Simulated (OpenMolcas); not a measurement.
Tc3+ (d4) among equal point charges was computed by CASSCF with the d shell active (OpenMolcas, ANO-RCC-VDZP on the metal). Its lowest spin-free states, and all those of the highest spin:

| 2S+1 | Degeneracy | E (cm-1) |
| --- | --- | --- |
| 5 | 3 | 0.0 |
| 5 | 2 | 2872 |
| 3 | 3 | 15619 |
| 3 | 3 | 16837 |
| 3 | 3 | 18018 |
| 3 | 2 | 19111 |
| 3 | 3 | 20069 |
| 3 | 3 | 20235 |
| 1 | 1 | 21547 |
| 3 | 3 | 21760 |
| 3 | 3 | 22112 |
| 3 | 1 | 22203 |

Is the site octahedral, tetrahedral or cube-like, axial, or of lower symmetry?

The states with 2S+1 = 5 have orbital degeneracies 3, 2. Threefold states need a cubic site. For d4 at this spin an octahedron puts the twofold E below the threefold T2 and a tetrahedron or cube puts the threefold T2 below the twofold E, so the site is a tetrahedron or a cube, which this pattern cannot tell apart. The first gap at this spin, 2870 cm-1, is |10Dq| in ligand-field theory. The run had Tc3+ among 4 point charges of -2 e arranged as a tetrahedron (Td), 2.14 Å from the ion.

An orbital triplet at a regular site is open to Jahn-Teller coupling, which can distort the site and quench the lowest spin-orbit gaps and is left out. Without dynamic correlation the repulsion within the d shell is too large (B by tens of per cent), so at a given field states of lower spin stand too high. Point charges give a weaker field than real ligands, and real ions of this kind are as a rule low spin; the high spin found here belongs to the model. The ground term spreads over less than 5000 cm-1, several times less than with real ligands, so orbital moments are less quenched and χT lies further from the spin-only value than at real sites. This is an electrostatic model: the charges have no orbitals. No measured value stands beside these numbers.
